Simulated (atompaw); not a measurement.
## phosphorus: PAW (atompaw) pseudisation with PBE, scalar-relativistic reference atom.

Input for atompaw 4.2.0.5:

```
P 15
GGA-PBE scalarrelativistic loggrid 1500 logderivrange -4 5 226
3 3 0 0 0 0
3 1 2
0 0 0
c
c
v
c
v
2
1.55 1.15 1.15 1.00
y
-0.2
n
y
0.85
n
y
-0.1
n
custom rrkj gramschmidtortho sinc
bessel
1.55
1.55
1.55
1.55
1.20
PWSCFOUT
UPFDX 0.0125d0 UPFXMIN -7.d0 UPFZMESH 15.d0
END
```

Command:

```bash
atompaw < P.input > P.log
```

The program printed (summary file):

```
Completed calculations for P (AE)

 Exchange-correlation type: GGA, Perdew-Burke-Ernzerhof

 Radial integration grid is logarithmic
 r0 =   5.3031253E-04 h =   7.9546880E-03   n =      1500 rmax =   8.0000000E+01

 Scalar relativistic calculation

 AEatom converged in  22 iterations
   nz     =  15.00
   delta  =       3.666640807254E-17

 All Electron Orbital energies:
  n  l      occupancy      energy
  1  0      2.0000000E+00 -1.5398112E+02
  2  0      2.0000000E+00 -1.3569708E+01
  3  0      2.0000000E+00 -1.7115808E+00
  2  1      6.0000000E+00 -9.9331761E+00
  3  1      2.0000000E+00 -1.0447943E+00

 Total energy
   Total                    :     -683.08922020658940

 ---
 Completed calculations for P (SC)

 Exchange-correlation type: GGA, Perdew-Burke-Ernzerhof

 Radial integration grid is logarithmic
 r0 =   5.3031253E-04 h =   7.9546880E-03   n =      1500 rmax =   8.0000000E+01

 Scalar relativistic calculation

 SCatom converged in   1 iterations
   nz     =  15.00
   delta  =       2.495293804636E-17

 Valence Electron Orbital energies:
  n  l      occupancy      energy
   3  0      2.0000000E+00 -1.7115808E+00
   3  1      2.0000000E+00 -1.0447943E+00

 Total energy
   Total                    :     -683.08922020543446
   Valence                  :      -54.43632485248168

 PAW parameters:
       lmax =            2
         rc =    1.5591216668406103
        irc =         1005
   rc_shape =    1.1522590779859019
    rc_vloc =    1.1522590779859019
    rc_core =    1.0064487952414491
   Vloc: truncated form - Vps(r)=A.sin(qr)/r for r<rc
   Projector type: RRKJ pseudization + Gram-Schmidt ortho.
   Sinc^2 compensation charge shape zeroed at   1.1523E+00

 Number of basis functions     5
 No.   n  nodes  l      Energy         Cp coeff         Occ
  1    3    2    0   -0.1711581E+01  0.1000000E+01  0.2000000E+01
  2  999    3    0   -0.2000000E+00  0.7197314E-02  0.0000000E+00
  3    3    1    1   -0.1044794E+01  0.1000000E+01  0.2000000E+01
  4  999    2    1    0.8500000E+00  0.1638560E-01  0.0000000E+00
  5  999    0    2   -0.1000000E+00  0.1000000E+01  0.0000000E+00

 Eigenvalues of overlap operator (in the basis of projectors):
    1        7.14475047E-01
    2        1.17235594E+00
    3        2.01086614E+00
    4        4.70899125E+00
    5        1.50800607E+01

 Orbital leakage outside PAW augmentation regions
   orb  is_core?  %out_of_sphere
   1 0    T           0.00
   2 0    T           0.10
   3 0    F          61.74
   2 1    T           0.18
   3 1    F          73.81

 Summary of PAW energies
   Total valence energy     :    -54.43633973111890
   Smooth energy            :     25.53580255934524
   One center               :    -79.97214229046413
   Smooth kinetic           :      4.00011653785989
   Vloc energy              :      1.18001788438422
   Smooth exch-corr         :     -6.43953914319320
   One-center xc            :    -38.99255345235624
```

The run took about 0.52 s on one core of a shared server CPU.
